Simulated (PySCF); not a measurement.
CH8FNOSi2, SMILES C[SiH2]N[Si@H](O)F.

Geometry optimised at PBE-D3(BJ)/def2-SVP. The structure was generated by enumeration; whether it is a known compound was not checked. One conformer was computed; it need not be the lowest.

All values below come from PBE/def2-TZVP (PySCF).

The molecule is in vacuum.

Computed frontier levels, gap, dipole moment and polarisability:
```
Property                                                                                                        Result
---------------------------------------------------------------------------------------------  -----------------------
highest occupied level                                                                                        -6.43 eV
lowest empty level                                                                                            -0.30 eV
orbital gap                                                                                                    6.14 eV
dipole moment                                                                                                   0.96 D
quadrupole, principal values (traceless, Buckingham form, about the centre of nuclear charge)  -11.45, 1.22, 10.23 D·Å
mean static polarisability                                                                       75.8 bohr³ (11.23 Å³)
polarisability, principal values                                                                66.1, 71.0, 90.1 bohr³
```
